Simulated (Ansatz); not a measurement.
`CC(O)(F)[SeH]` + `C=C[SiH2]O` → `O[SiH2]/C=C/[SeH]` + `CC(O)F`  (formal exchange of groups at the Se–C bond)

Isolated molecules relaxed with PBE0-D4/def2-TZVP in Ansatz; ΔE leaves out vibrations. CCSD(T)/CBS is the MP2 limit (def2-TZVPP, def2-QZVPP) plus CCSD(T) − MP2 in def2-TZVPP, frozen cores. Functionals use def2-TZVPP. B3LYP here is the variant with VWN-RPA as its local correlation; programs differ in this. For Se outer-core shells are correlated without core-valence functions, which leaves a few kJ/mol of doubt a bond. Scalar relativity is left out up to krypton. One conformer a species, not always the lowest.

`CC(O)(F)[SeH]`:

Cartesian coordinates in Å:
```
C 0.099 -0.752 0.911
C 0.110 0.352 -0.106
O -0.178 1.538 0.505
F 1.360 0.415 -0.684
Se -1.198 0.071 -1.592
H -0.889 -0.831 1.362
H 0.353 -1.699 0.438
H 0.835 -0.521 1.684
H -0.187 2.234 -0.162
H -0.305 -0.807 -2.355
```

`C=C[SiH2]O`:

```xyz
10

C     1.501    0.172   -0.638
C     0.587    0.779    0.115
Si   -1.115    0.087    0.386
O    -1.262   -1.420   -0.269
H     1.286   -0.765   -1.146
H     2.496    0.582   -0.789
H     0.856    1.720    0.594
H    -1.393    0.064    1.852
H    -2.142    0.920   -0.285
H    -0.815   -2.139    0.179
```

`O[SiH2]/C=C/[SeH]`:

Z-matrix (Å, degrees):
```
Si
C 1 1.843
O 1 1.650 2 108.7
H 1 1.490 2 107.4 3 121.1
H 1 1.492 2 111.6 3 -119.9
C 2 1.333 1 120.5 3 -119.8
H 2 1.089 1 120.0 3 61.1
H 3 0.958 1 117.3 2 -155.7
Se 6 1.891 2 124.1 1 -178.5
H 6 1.086 2 121.6 1 1.3
H 9 1.467 6 95.1 2 -178.6
```

`CC(O)F`:

Cartesian coordinates in Å:
```
C -0.499 -0.831 0.337
C 0.104 0.499 -0.004
O 1.186 0.306 -0.833
F -0.846 1.275 -0.659
H -0.762 -1.355 -0.583
H 0.219 -1.433 0.896
H -1.395 -0.690 0.941
H 0.376 1.077 0.889
H 1.617 1.152 -0.984
```

| level | ΔE (kJ/mol) |
| --- | --- |
| B3LYP-D4 | -14.9 |
| ωB97M-V | -10.0 |
| B3LYP | -18.3 |
| SCS-MP2/def2-QZVPP | -17.2 |

Q: What does CCSD(T)/CBS give? (Estimate.)

A: Computed: -12.5 kJ/mol. The listed levels differ from it by -2.4, 2.5, -5.8, -4.7 kJ/mol.

Largest T1 diagnostic among the species: 0.011.

The D4 term adds +3.4 kJ/mol with B3LYP and +1.6 kJ/mol with PBE0; it sums over pairs of atoms, weighted by their polarisabilities, and B3LYP, whose exchange is more repulsive, gets the larger term.
